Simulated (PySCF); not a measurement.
**Levels of As³⁰⁺ from EOM-EA-GCCSD**

Reference: closed-shell As³¹⁺, 1s2; one electron is added. Calculated with PySCF 2.14, two-component X2C-1e with screened spin-orbit coupling, an uncontracted even-tempered set (17 s from 4.9 bohr⁻², ratio 2.6; 11 p from 6.4 bohr⁻², ratio 2.6; 6 d from 6.5 bohr⁻², ratio 2.8; 3 f from 290 bohr⁻², ratio 2.8); frozen nothing; the 34 highest virtual spinors dropped; of the others 52 kept and the rest restored at second order. No Breit or QED terms. Binding energies in eV.

```csv
level,Koopmans,second order,EOM-CCSD
2s1/2,3412.9,3413.1,3413.1
2p1/2,3349.6,3350.0,3350.0
2p3/2,3302.8,3303.2,3303.2
```

Electric-dipole lines between these computed levels:

```tsv
lower	upper	ΔE (eV)	vacuum wavelength (nm)
2s1/2	2p1/2	63.102	19.65
2s1/2	2p3/2	109.89	11.28
```

For comparison, the ionisation energy of As³⁰⁺ is 3411.6 eV (theoretical estimate listed by NIST; NIST Atomic Spectra Database, ionization energies).

Only part of the computed levels is shown.
